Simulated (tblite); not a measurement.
C4H9OPS.
Geometry (GFN2-xTB, Å), atoms numbered from 1 in this order:
```xyz
16
C4H9OPS angstrom
S      0.706   -3.186    0.542
P      0.224   -1.321    0.611
C      1.491   -0.107    0.063
C      0.900    1.304    0.008
O     -0.204    1.407   -0.854
C     -1.349    0.739   -0.387
C     -1.206   -0.785   -0.411
H     -0.127   -0.804    1.870
H      2.351   -0.147    0.735
H      1.819   -0.426   -0.933
H      1.643    2.004   -0.385
H      0.617    1.624    1.023
H     -2.159    1.047   -1.053
H     -1.586    1.070    0.637
H     -2.116   -1.271   -0.048
H     -1.012   -1.138   -1.429
```

All values are computed: GFN2-xTB (tblite) harmonic vibrations without scaling, gas phase. The method is semi-empirical: single wavenumbers can be off by several per cent or more. Modes of hydrogen on phosphorus can be 10 to 20 % off. One conformer, not necessarily the lowest.

Harmonic wavenumbers (cm⁻¹): 102.6, 150.9, 191.5, 248.9, 281.5, 387.5, 398.9, 530.1, 644.4, 662.9, 738.6, 759.9, 832.6, 848.2, 881.6, 909.3, 960.1, 977.6, 1014.7, 1033.3, 1084.9, 1125.5, 1127.9, 1179.3, 1227.1, 1253.3, 1286.6, 1326.6, 1337.3, 1405.6, 1410.0, 1453.9, 1459.8, 2171.1, 2851.2, 2851.8, 2934.5, 2938.6, 2956.1, 2957.2, 2967.2, 2968.9.

A = 4010, B = 1177, C = 976.7 MHz; mass 136.011 u (most abundant isotopes); point group Cs, symmetry number 1.

**Question.** Zero-point energy?

**Answer.** Half the sum of the wavenumbers: 27415 cm⁻¹ = 327.95 kJ/mol.

**Question.** Entropy at 350 K, 1 bar (ideal gas, RRHO, classical rotation)?

**Answer.** Translation 173.46, rotation 121.81, vibration 86.98: S = 382.3 J/(mol K).

**Question.** And Cp and H(350 K) − H(0)?

**Answer.** Cp = 147.64 J/(mol K), of which vibrations give 114.38 (their classical limit is 42 R = 349.2); H(350 K) − H(0) = 29.50 kJ/mol without the zero-point energy, 17.86 from vibrations.

**Question.** Which modes carry the vibrational entropy at 350 K?

**Answer.** 102.6 cm⁻¹: 15.55; 150.9 cm⁻¹: 12.42; 191.5 cm⁻¹: 10.52; 248.9 cm⁻¹: 8.48; 281.5 cm⁻¹: 7.55; 387.5 cm⁻¹: 5.27 J/(mol K); the other 36 give 27.20 together.

**Question.** What must be added to the electronic energy to get the Gibbs energy at 350 K and 1 bar?

**Answer.** ZPE + [H(350 K) − H(0)] − T·S = 327.95 + 29.50 − 133.79 = 223.66 kJ/mol.

Hindered rotation and anharmonicity are outside this model. Other conformers, if any are populated, would add a mixing term that is left out.
